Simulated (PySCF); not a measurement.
## Electronic structure of Ge⁺ (germanium, charge +1) at the UHF level

Configuration: [Ar] 3d10 4s2 4p1, 2P determinant. Computed with PySCF 2.14 in aug-cc-pVDZ-PP with ECP10MDF (5s4p3d, 32 functions), with scalar relativity through the core potential.

- Total energy: -293.069413 hartree
- One-electron energy: -515.5390 hartree
- Hartree (Coulomb) energy: 245.9539 hartree
- Exchange energy: -23.4843 hartree
- ⟨S²⟩: 0.7597
- ⟨L²⟩: 2.029
- Sum of ⟨r⟩: 19.16 bohr
- Sum of ⟨r²⟩: 28.22 bohr²
- Traceless quadrupole moment −½Σ⟨3z² − r²⟩ along its main axis: -3.19 e·bohr²
- Time after the integrals: 0.14 s of wall time on 1 thread of AMD EPYC 7R43 64-Core Processor (shared host)

```json
{"shell": "3s α", "electrons": "1", "mean orbital energy (hartree)": "-7.68565", "spread (hartree)": "0", "rms radius, mean of both spins (bohr)": "0.670"}
{"shell": "3s β", "electrons": "1", "mean orbital energy (hartree)": "-7.68065", "spread (hartree)": "0", "rms radius, mean of both spins (bohr)": "0.670"}
{"shell": "3p α", "electrons": "3", "mean orbital energy (hartree)": "-5.59940", "spread (hartree)": "0.00141", "rms radius, mean of both spins (bohr)": "0.702"}
{"shell": "3p β", "electrons": "3", "mean orbital energy (hartree)": "-5.59352", "spread (hartree)": "0.01814", "rms radius, mean of both spins (bohr)": "0.702"}
{"shell": "3d α", "electrons": "5", "mean orbital energy (hartree)": "-1.93824", "spread (hartree)": "0.01054", "rms radius, mean of both spins (bohr)": "0.808"}
{"shell": "3d β", "electrons": "5", "mean orbital energy (hartree)": "-1.93408", "spread (hartree)": "0.01870", "rms radius, mean of both spins (bohr)": "0.808"}
{"shell": "4s α", "electrons": "1", "mean orbital energy (hartree)": "-0.90335", "spread (hartree)": "0", "rms radius, mean of both spins (bohr)": "2.24"}
{"shell": "4s β", "electrons": "1", "mean orbital energy (hartree)": "-0.81896", "spread (hartree)": "0", "rms radius, mean of both spins (bohr)": "2.24"}
{"shell": "4p α", "electrons": "1", "mean orbital energy (hartree)": "-0.57081", "spread (hartree)": "0", "rms radius, mean of both spins (bohr)": "2.79"}
```

Energies and moments cover only the electrons outside the core potential.
